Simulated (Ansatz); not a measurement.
hafnium atom (Hf), triplet (core potentials on Hf).

Input for Ansatz (a program for electronic structure):
Ansatz 0.2 input:
```yaml
crystal:
  periodic: [false, false, false]
  atoms:
    - {symbol: Hf, position_ang: [0.00000000, 0.00000000, 0.00000000]}
basis:
  gaussian:
    orbitals: def2-TZVP
hamiltonian:
  xc: b3lyp
magnetization: {spin_polarized: true, initial_magnetization: 2}
```

What does this run give for the total energy, number of basis functions, <S^2>?


```
Property                          Result
-------------------------  -------------
total energy               -95.762154 Ry
number of basis functions             40
<S^2>                              2.003
```
